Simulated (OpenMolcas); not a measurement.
A calculation on Nd V.

```json
{"Program": "OpenMolcas", "Method": "CASSCF", "Basis": "ANO-RCC-VTZP [8s7p5d3f2g1h]", "Scalar Hamiltonian": "DKH2, point nucleus", "Active space": "2 electrons in 7 orbitals (4f)", "State averaging": "2S+1 = 3 even, 21 roots; 2S+1 = 1 even, 27 roots kept (CI in the orbitals of an earlier block)", "Spin-orbit coupling": "state interaction with AMFI integrals over the reference wave functions, term energies averaged over their components"}
```

Which level of the active space comes out lowest?

4f2 3H4, with 97 % of that term; it is also the measured ground level.

How high does 4f2 3F3 lie?

9716 cm-1 above the lowest level; measured 7785 cm-1 above the ground level, so the calculation is off by +25 %.

How high does 4f2 3F2 lie?

7779 cm-1 above the lowest level; measured 5894 cm-1 above the ground level, so the calculation is off by +32 %.

How high does 4f2 1D2 lie?

27040 cm-1 above the lowest level; measured 20551 cm-1 above the ground level, so the calculation is off by +32 %.

The level at 9714 cm-1 has J = 4. What is it made of, and what is its g factor?

51 % 4f2 1G4, 47 % 4f2 3F, 2 % 4f2 3H; g = 1.113, against 1.000 from Landé's formula for the pure leading term.

Measured values: the list in Carvajal Gallego et al., Mon. Not. R. Astron. Soc. 518, 332 (2023).

Without dynamic correlation excited terms often stand tens of per cent too high (terms of higher spin than the ground term too low), and those without a measured partner can miss by more than the paired ones. Terms from blocks run as CI alone lack orbitals of their own. Measured partners are found by configuration, term and J. A level has none where our copy of the source lacks it or the pairing is in doubt (some pairs that miss far off the trend of their configuration count as doubtful), and it then counts in no deviation. Levels of configurations outside the active space are missing.
